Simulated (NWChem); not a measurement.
Molecule: C$_{3}$H$_{6}$NO, doublet; SMILES CN(C)[C]=O

```xyz
11

C      0.9140    -1.4888     0.0000
N      0.0605    -0.3271     0.0002
C     -1.3746    -0.5350    -0.0001
C      0.5799     0.9052     0.0001
O      0.0421     1.9721     0.0000
H      1.9621    -1.1633     0.0007
H      0.7359    -2.1125     0.8928
H      0.7369    -2.1116    -0.8937
H     -1.8705     0.4438     0.0014
H     -1.6895    -1.0973    -0.8952
H     -1.6894    -1.0999     0.8934
```
Atoms are numbered in this order, from 1.

Results from NWChem. Spin-unrestricted. All runs use the structure optimised with PBE0/def2-SVP, spin-unrestricted. No stability test was run on the SCF state. B3LYP is NWChem's, with the RPA form of VWN correlation. Solvent water, SMD (1 M gas to 1 M solution), gas-phase geometry. Reactions with the solvent are ignored.

```
level            basis functions  solvation free energy (kcal/mol)  cavity-dispersion-structure term (kcal/mol)  dipole in solution (D)  relative time
---------------  ---------------  --------------------------------  -------------------------------------------  ----------------------  -------------
B3LYP/STO-3G                  31                               1.9                                          5.6                    3.23              1
B3LYP/def2-SVP               100                              -1.1                                          5.6                    5.02              4
B3LYP/def2-SVPD              151                              -1.8                                          5.6                    5.53             10
B3LYP/def2-TZVP              191                              -1.6                                          5.6                    5.39             10
```

Relative times are rough (shared machine, one core).
